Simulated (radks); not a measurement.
Values are calculated unless marked as measured or tabulated.
Initial-state core-level shifts of the chromium ion Cr+ when its valence configuration changes from [Ar] 3d5. Code: a radial shooting solver on a logarithmic mesh with Libxc functionals. Model: Dirac Kohn-Sham, PBEsol, spin-unpolarised, spherical densities, finite nucleus; open shells fill j = l - 1/2 first; Fermi nuclear charge, rms radius 3.6452 fm. Shifts are changes of the shell-averaged eigenvalues in eV (positive: less bound); the change of the density at the nucleus, which sets a Mossbauer isomer shift, is in e/bohr^3, on a base of 1.14e+04.

valence               1s       2s       2p       3p  density at nucleus
3d4 4p1           -6.175   -6.799   -6.735   -6.071              +1.097
3d3.5 4p1.5       -9.808  -10.856  -10.751   -9.500              +1.954
3d2.5 4s1 4p1.5  -16.778  -18.914  -18.716  -15.735             +11.737
3d4 4s1           -4.867   -5.556   -5.491   -4.765              +6.930
3d3 4p2          -13.751  -15.298  -15.147  -13.126              +3.018
3d1.5 4p3.5      -27.293  -30.728  -30.415  -24.924              +7.347
3d0.5 4p4.5      -37.535  -42.509  -42.077  -33.296             +11.112
3d0.5 4s1 4p3.5  -36.468  -41.430  -41.008  -32.268             +21.285
3d3 4s2          -11.210  -12.825  -12.678  -10.624             +16.397
